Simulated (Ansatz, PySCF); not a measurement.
Molecule: CLiN, charge 0, multiplicity 1. 
Structure (B3LYP-D3(BJ)/def2-TZVP (Ansatz, a first-principles code) minimum search):
```xyz
3

Li     0.0000     0.0000    -1.8676
C      0.0000     0.0000     1.0617
N      0.0000     0.0000    -0.1096
```
Charge 0, spin multiplicity 1.

Property: atomisation energy (electronic, to ground-state atoms), in kcal/mol. Cores are frozen in the correlated levels unless marked. UHF or UKS for open shells. Spin-orbit coupling is left out. Non-relativistic. The coupled-cluster limit lacks core correlation, which all-electron functionals hold. CBS marks a two-point X^-3 extrapolation of the correlation energy; Hartree-Fock from the larger set.

```
level                                 program  atomisation energy (kcal/mol)
------------------------------------  -------  -----------------------------
PBE0/6-31G*                            Ansatz                            ___
TPSSh/def2-TZVPD                        PySCF                            ___
SCS-MP2/def2-QZVPP                     Ansatz                          299.8
CCSD(T)/CBS(def2-TZVPPD,def2-QZVPPD)   Ansatz                          293.5
```

Task: Fill in the missing entries.

Result: 
- PBE0/6-31G*, atomisation energy (kcal/mol): 282.8
- TPSSh/def2-TZVPD, atomisation energy (kcal/mol): 288.1
